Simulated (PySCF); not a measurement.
Computed shifts of a molecule CH6FNO2Si, PBE/pcSseg-1 run with PySCF, GIAO, gas phase, atoms alike by connectivity averaged where their shifts nearly agree, in ppm (number of nuclei): ¹³C: 55.6 (1). ²⁹Si: -59.5 (1). ¹⁵N: 16.3 (1). ¹⁹F: -184.8 (1). ¹H: 4.06 (3), 2.08 (1), 0.77 (1), 0.42 (1). References: ¹³C against TMS (σ = 182.0 ppm); ¹⁷O against H2O (σ = 334.3 ppm); ²⁹Si against TMS (σ = 335.4 ppm); ¹⁵N against NH3 (σ = 267.0 ppm); ¹⁹F against CFCl3 (σ = 133.6 ppm); ¹H against TMS (σ = 31.49 ppm), references at their B3LYP-D3(BJ)/def2-TZVP geometries, non-relativistic. Coordinates come from a PBE0-D3(BJ)/def2-SVP optimisation. The values are those of a single conformer.

**Question.** Which structure fits?
(A) NC[Si](O)(O)F
(B) CN[Si](O)(O)F
(C) CO[Si](N)(O)F
(D) N[Si](O)(O)CF

**Answer.** C, CO[Si](N)(O)F
